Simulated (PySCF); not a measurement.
Match the calculated data to a structure.

All candidates are C6H12OSi2.

- Dipole: 2.20 D [CAM-B3LYP/def2-SVPD]
- 13C NMR: chemical shifts (computed TMS as zero) by class: 112.8 (1 C), 84.9 (1 C), 21.2 (1 C), 19.1 (1 C), 17.7 (1 C), 5.8 (1 C) ppm [GIAO PBE0/pcSseg-1]
- NMR, other nuclei: isotropic shieldings of nuclei other than C and H, by class: 282 (1 O), 352 (1 Si), 365 (1 Si) ppm [GIAO PBE0/pcSseg-1]
- Polarisability: 122.6 au [CAM-B3LYP/def2-SVPD]
- Valence photoelectron: vertical ionisation energy: 9.42 eV [ΔSCF CAM-B3LYP/def2-SVPD]
- Rotational structure: rotational constants A, B, C: 1.857, 0.667, 0.539 GHz [PBE0-D3(BJ)/def2-SVP]
- UV, strongest line: among the 10 lowest singlet transitions: S10 at 7.89 eV (157 nm, f = 0.254) [TDDFT CAM-B3LYP/def2-SVPD]
- Triplet: lowest triplet excitation (Tamm–Dancoff): 4.85 eV [TDA CAM-B3LYP/def2-SVPD]
- 1H NMR: chemical shifts (computed TMS as zero) by class: 5.09 (1 H), 5.00 (1 H), 4.69 (1 H), 1.98 (3 H), 1.18 (3 H), 1.00 (1 H), 0.99 (1 H), 0.71 (1 H) ppm [GIAO PBE0/pcSseg-1]
- UV, first state: lowest singlet excitation: 5.71 eV (217 nm, f = 0.001) [TDDFT CAM-B3LYP/def2-SVPD]

Gas-phase values; electronic properties from PySCF, density fitting. Levels stand in brackets. The structure is a single PBE0-D3(BJ)/def2-SVP conformer in the gas phase; no vibrational or solvent corrections. NMR values are class means; diastereotopic atoms form classes of their own.

Question: Which candidate is it?
A. `CC#C[Si@@H]1O[SiH2]C[C@@H]1C`
B. `CC#C[Si@H](O[SiH3])C1CC1`
C. `CC#C[Si@@H]1O[SiH2]C[C@H]1C`
D. `C#C[SiH2]O[SiH2]C1CCC1`
E. `CC[Si]1(O)C=C[SiH2]C=C1`

Answer: C. It is `CC#C[Si@@H]1O[SiH2]C[C@H]1C`. Numbering: `[CH3:1][C:2]#[C:3][Si@@H:4]1[O:5][SiH2:6][CH2:7][C@H:8]1[CH3:9]`. Its formula, C6H12OSi2, gives 3 degrees of unsaturation: 1 ring and 2 π bonds in the structure found. 6 carbons fall into 6 classes; from least to most shielded: alkyne carbon [C2] (112.8 ppm), alkyne carbon [C3] (84.9 ppm), ring sp3 carbon bound to silicon [C8] (21.2 ppm), ring sp3 carbon bound to silicon [C7] (19.1 ppm), methyl carbon [C9] (17.7 ppm), propargylic carbon [C1] (5.8 ppm). Hydrogen classes from least to most shielded: 1 H on an oxygen-bound silicon, Si6 (5.09 ppm), 1 H on an oxygen-bound silicon, Si6 (5.00 ppm), 1 H on an oxygen-bound silicon, Si4 (4.69 ppm), 3 H on a propargylic carbon, C1 (1.98 ppm), 3 H on a methyl carbon, C9 (1.18 ppm, a mean of values up to 0.6 ppm apart in this geometry), 1 H on an sp3 carbon bound to silicon, C8 (1.00 ppm), 1 H on an sp3 carbon bound to silicon, C7 (0.99 ppm), 1 H on an sp3 carbon bound to silicon, C7 (0.71 ppm). The other shieldings belong to: 282 ppm, siloxane oxygen [O5]; 352 ppm, oxygen-bound silicon [Si6]; 365 ppm, oxygen-bound silicon [Si4]. The first electron is taken from the HOMO, whose largest Löwdin shares are 0.23 on each of 2 atoms of one kind (alkyne carbon), 0.14 on an sp3 carbon bound to silicon and 0.10 on an oxygen-bound silicon. The optimised geometry has point group C1 and is an asymmetric top.

The others, at the same levels:
- `CC#C[Si@H](O[SiH3])C1CC1` fails: its computed 13C shifts are 112.7 (1 C), 82.0 (1 C), 5.5 (1 C), 2.8 (1 C), 2.0 (1 C), -2.9 (1 C) ppm, 1H shifts are 5.05 (1 H), 5.04 (3 H), 1.92 (3 H), 0.64 (1 H), 0.61 (1 H), 0.54 (1 H), 0.37 (1 H), -0.23 (1 H) ppm and lowest singlet excitation is 5.87 eV (211 nm, f = 0.000) (against 5.71 eV).
- `CC#C[Si@@H]1O[SiH2]C[C@@H]1C` fails: its computed strongest line among the 10 lowest singlet transitions is S8 at 7.49 eV (165 nm, f = 0.104) (against S10 at 7.89 eV), rotational constant A is 1.655 GHz (against 1.857 GHz) and smallest rotational constant is 0.625 GHz (against 0.539 GHz).
- `C#C[SiH2]O[SiH2]C1CCC1` fails: it has 5 carbon classes against 6; its computed 13C shifts are 104.7 (1 C), 87.9 (1 C), 25.5 (1 C), 24.8 (2 C), 21.9 (1 C) ppm, 1H shifts are 4.94 (2 H), 4.89 (2 H), 2.48 (1 H), 2.32 (1 H), 2.13 (2 H), 2.10 (1 H), 1.91 (1 H), 1.87 (2 H) ppm and vertical ionisation energy is 9.70 eV (against 9.42 eV).
- `CC[Si]1(O)C=C[SiH2]C=C1` fails: it has 4 carbon classes against 6; its computed 13C shifts are 160.9 (2 C), 154.3 (2 C), 10.1 (1 C), 7.8 (1 C) ppm, 1H shifts are 7.31 (2 H), 7.14 (2 H), 4.46 (1 H), 4.40 (1 H), 1.20 (3 H), 0.88 (1 H), 0.57 (2 H) ppm and lowest singlet excitation is 5.36 eV (231 nm, f = 0.001) (against 5.71 eV).

Each candidate is one conformer, not necessarily the lowest. Dipoles, sizes and rotational constants follow the conformer. The torsions of the flexible species, by atom-mapped SMILES:
- `[CH3:1][C:2]#[C:3][Si@H:4]([O:5][SiH3:6])[CH:7]1[CH2:8][CH2:9]1`: C3–Si4–O5–Si6 -47°, C3–Si4–C7–C8 -33°
- `[CH:1]#[C:2][SiH2:3][O:4][SiH2:5][CH:6]1[CH2:7][CH2:8][CH2:9]1`: C2–Si3–O4–Si5 38°, Si3–O4–Si5–C6 53°, O4–Si5–C6–C7 -170°
- `[CH3:1][CH2:2][Si:3]1([OH:4])[CH:5]=[CH:6][SiH2:7][CH:8]=[CH:9]1`: C1–C2–Si3–O4 59°, H–O4–Si3–C2 -178°

The conformers of `CC#C[Si@@H]1O[SiH2]C[C@H]1C` and `CC#C[Si@@H]1O[SiH2]C[C@@H]1C` aren't listed.
